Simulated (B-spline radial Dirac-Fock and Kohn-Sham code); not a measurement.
## Dipole and non-dipole photoemission parameters of Nb 3d5/2

System: the free niobium atom, [Kr] 4d4 5s1; threshold 202.3 eV (tabulated edge). Calculated with a radial B-spline solver, using Dirac-Hartree-Slater photoionisation with a Latter tail; cross sections with all multipoles, angular parameters from the dipole term and its interference with E2.

```csv
hν (eV),σ (kb),β,γ,δ
244,2200,0.290,-0.005,0.002
252,2450,0.243,-0.011,0.003
300,2610,0.410,-0.030,0.009
322,2480,0.519,-0.032,0.011
432,1610,0.876,-0.018,0.021
598,801,1.099,0.039,0.031
800,385,1.194,0.127,0.040
1000,209,1.220,0.216,0.049
1280,102,1.210,0.331,0.060
1400,78.3,1.199,0.376,0.065
1890,30.5,1.135,0.539,0.084
2360,14.7,1.070,0.665,0.104
3090,5.81,0.977,0.819,0.135
4210,1.91,0.861,0.991,0.182
5260,0.836,0.777,1.105,0.226
7130,0.260,0.665,1.247,0.299
8520,?,?,?,?
12000,0.0322,0.490,1.442,0.471
12300,0.0291,0.482,1.449,0.481
```

Question: Give the values at 8520 eV.

Answer: σ = 0.129 kb, β = 0.602, γ = 1.322, δ = 0.351.
